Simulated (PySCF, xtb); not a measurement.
Sb(H)2(OMe) (CH5OSb), SMILES C[O][SbH2].

Harmonic wavenumbers (cm⁻¹) from GFN2-xTB in xtb at its own minimum, in rising order: 150, 193, 237, 429, 577, 619, 854, 1060, 1135, 1136, 1412, 1476, 1486, 1498, 1554, 2907, 2924, 2977.

What does PBE0-D3(BJ)/def2-SVP run with PySCF give at its own minimum? (The exact figures need the calculation; the answer reports its results.)

167, 188, 245, 548, 637, 695, 858, 1148, 1172, 1186, 1461, 1461, 1477, 1905, 1908, 2978, 3046, 3105. Paired by order, the mean absolute difference is 90 cm⁻¹ and the zero-point energies are 32.3 and 34.6 kcal/mol.
